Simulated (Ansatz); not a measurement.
## How methods differ on Si2H3F3 (SMILES F[Si](F)(F)[SiH3])

Si2H3F3 has 8 atoms, charge 0, and is taken as a singlet. As SMILES, `F[Si](F)(F)[SiH3]`. Geometry: optimised at r2SCAN/def2-SVP.

```xyz
8

F     1.3219   -1.0568    1.5289
Si    0.5324   -0.9868    0.1280
F    -0.5000   -2.2216    0.1070
F     1.6121   -1.2559   -1.0351
Si   -0.5501    1.0493   -0.1525
H    -1.5308    1.2303    0.9564
H     0.4641    2.1422   -0.1228
H    -1.2573    1.0423   -1.4655
```

Each level gives the dissociation energy of the F4–Si2 bond into doublet F and doublet Si2H3F2 (shapes relaxed at r2SCAN/def2-SVP, no zero-point term) (eV). The values are calculated.

```csv
level,kind,program,value (eV),CPU time (all runs)
HF/def2-SVP,Hartree–Fock,Ansatz,5.16,1.5 s
PBE/def2-SVP,GGA,Ansatz,6.75,3.8 s
r2SCAN/def2-SVP,meta-GGA,Ansatz,6.68,10 s
B3LYP/def2-SVP,global hybrid,Ansatz,6.62,5.4 s
wB97M-V/def2-SVP,range-separated hybrid,Ansatz,6.90,25 s
MP2/def2-SVP,perturbation theory,Ansatz,6.84,1.9 s
```

The values span 5.16 to 6.90 eV. Hartree–Fock misses the correlation of the electron pair that is broken and comes out low. Measured bond enthalpies also hold zero-point and thermal terms, a few tenths of an eV less. CPU times are rough (shared hosts, several kinds of processor): they show what a rung costs within a factor of a few.
